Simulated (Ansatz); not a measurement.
A structure relaxed at PBE-D4/def2-TZVPD in Ansatz, charge -1, singlet:

```xyz
3

Ga    0.215    1.001   -1.031
Ga    1.063   -0.328    0.927
Ga   -1.278   -0.673    0.104
```

Question: Give its formula and point group.

Answer: Ga₃⁻. Point group D3h (tolerance 0.1 Å).

Question: Summarise the bond lengths by kind (pairs closer than 1.2 times the sum of covalent radii, bridged metal pairs left out).

Answer: 3 × Ga–Ga 2.50 to 2.51 Å.

The highest occupied level of the charge -1 singlet lies above zero (up to 0.45 eV). By energy differences its removal costs 1.60 eV (vertical, to the charge 0 doublet, at PBE-D4/def2-TZVPD); a positive level beside a positive removal energy at the same level points to self-interaction error. The structure comes from a short search, and lower isomers may exist.
